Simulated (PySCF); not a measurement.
**First hyperpolarisability: `C(=C\C=C\C(C)=O)/[SiH3]`, C6H10OSi**

Geometry (Å), atoms numbered from 1 in this order:
```xyz
18

C     3.9414    0.2067    0.3759
C     2.6547   -0.5414    0.1387
O     2.6347   -1.7386   -0.0541
C     1.4092    0.2692    0.1549
C     0.2076   -0.3094   -0.0361
C    -1.0557    0.3961   -0.0356
C    -2.2510   -0.2015   -0.2244
Si   -3.8856    0.7023   -0.2188
H     4.7896   -0.4873    0.3393
H     4.0697    0.9943   -0.3841
H     3.9128    0.7103    1.3558
H     1.4887    1.3481    0.3268
H     0.1980   -1.3936   -0.2026
H    -1.0079    1.4804    0.1303
H    -2.2482   -1.2881   -0.3874
H    -4.7608    0.2034    0.8870
H    -3.6327    2.1628   -0.0292
H    -4.6129    0.4852   -1.5075
```

Method: quadratic response CAM-B3LYP/aug-cc-pVDZ first hyperpolarisability, Taylor convention, gas phase in PySCF. Geometry: PBE0-D3(BJ)/def2-SVP.

Task: What is the first hyperpolarisability, and how does it disperse?

Result: In au, Taylor convention; the vector part is βᵢ = ⅓ Σⱼ (βᵢⱼⱼ + βⱼᵢⱼ + βⱼⱼᵢ); β∥ is 3/5 of the vector part along the dipole, the dipole points from − to +:
```tsv
process	λ (nm)	β vector norm	β∥	β HRS	depolarisation ratio
static β(0;0,0)	∞	479.6	48.6	220.1	3.76
second harmonic β(−2ω;ω,ω)	1907	564.4	62.7	255.7	3.88
Pockels β(−ω;ω,0)	1907	506.1	53.0	–	–
second harmonic β(−2ω;ω,ω)	1064	827.4	106.5	365.9	4.14
Pockels β(−ω;ω,0)	1064	571.1	63.8	–	–
```

Task: Which lowest excitations, dipole and polarisabilities go with it?

Result: S1 3.69 eV (f = 0.000); S2 4.77 eV (f = 0.914); S3 6.13 eV (f = 0.002); dipole 2.64 D; isotropic α 122.1 au static, 122.9 au at 1907 nm, 124.8 au at 1064 nm, 125.5 au at 953.5 nm, 134.7 au at 532 nm.
